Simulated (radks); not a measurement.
Values are calculated unless marked as measured or tabulated.
Task: The table gives one normalised radial function P(r) = r R(r) of C4+ in [He] (r in bohr). Level of theory: scalar-relativistic Kohn-Sham, Wu-Cohen GGA, spin-polarised, spherical densities, finite nucleus; Fermi nuclear charge, rms radius 2.4702 fm (a radial shooting solver on a logarithmic mesh with Libxc functionals).

r            P
0.01665  0.4203
0.01804  0.4515
0.01954  0.4846
0.021    0.5162
0.02275  0.5534
0.02445  0.5886
0.02649  0.6298
0.02869  0.6733
0.03083  0.7143
0.0334   0.7619
0.0359   0.8066
0.03889  0.8582
0.04212  0.9118
0.04527  0.9616
0.04904  1.0184
0.0527   1.0708
0.05709  1.1299
0.06185  1.1898
0.06646  1.2440
0.072    1.3040
0.07737  1.3574
0.08382  1.4154
0.0908   1.4713
0.09758  1.5192
0.1057   1.5690
0.1145   1.6141
0.1231   1.6499
0.1333   1.6836
0.1433   1.7075
0.1552   1.7261
0.1681   1.7352
0.1807   1.7348
0.1957   1.7238
0.2103   1.7040
0.2278   1.6706
0.2468   1.6250
0.2652   1.5736
0.2873   1.5053
0.3088   1.4343
0.3345   1.3458
0.3624   1.2484
0.3894   1.1546
0.4218   1.0455
0.4533   0.9446
0.4911   0.8317
0.532    0.7206
0.5717   0.6239
0.6193   0.5222
0.6656   0.4373
0.721    0.3516
0.781    0.2760
0.8394   0.2171
0.9093   0.1619
0.9771   0.1212
1.059    0.0851

Which n and l does it have? It may be an empty orbital.

Result: n = 1, l = 0: the number of nodes gives n - l - 1 = 0, the rise at small r (about r^(l+1)) gives l, and the extent must fit the shell. The curve is that of 1s. 1s: eigenvalue -357.09 eV, 0 radial nodes, <r> = 0.268 bohr, 90 % of the charge inside 0.480 bohr.
